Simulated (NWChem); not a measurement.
# C3H8Si; SMILES [SiH3]/C=C\C

```xyz
12

C      0.7728    -1.8274     0.0000
C     -0.6160    -1.2819     0.0000
C     -0.9661     0.0138     0.0000
Si     0.2125     1.4723     0.0000
H      0.9421    -2.4667    -0.8828
H      0.9421    -2.4667     0.8828
H      1.5400    -1.0384     0.0000
H     -1.4133    -2.0387     0.0000
H     -2.0394     0.2412     0.0000
H      1.1000     1.4781    -1.2061
H     -0.5824     2.7375     0.0000
H      1.1000     1.4781     1.2061
```
Atoms are numbered in this order, from 1.

Level: PBE0/def2-SVP (NWChem), optimised geometry, unscaled harmonic frequencies. 

```csv
frequency (cm⁻¹),IR intensity (km/mol)
41,0.0
151,0.8
175,0.0
323,0.0
480,2.0
619,0.1
623,45.3
725,92.2
758,35.7
930,257.1
944,5.4
944,44.8
953,28.4
1007,1.1
1059,0.1
1070,2.5
1234,0.1
1358,2.7
1399,4.1
1444,6.7
1453,17.4
1714,47.8
2214,120.9
2218,71.8
2238,119.9
3045,10.1
3124,6.2
3136,4.4
3156,16.3
3173,11.4
```

```json
{
  "zero_point_energy": "59.6 kcal/mol",
  "thermal correction to the enthalpy at 298.15 K (with zero-point energy)": "64.2 kcal/mol",
  "heat capacity Cv": "21.5 cal/(mol K)",
  "entropy at 298.15 K and 1 atm (symmetry number 1)": "78.6 cal/(mol K)",
  "dipole_moment": "1.25 D"
}
```

Rigid rotor and harmonic oscillator; modes under 100 cm⁻¹ make the entropy uncertain.
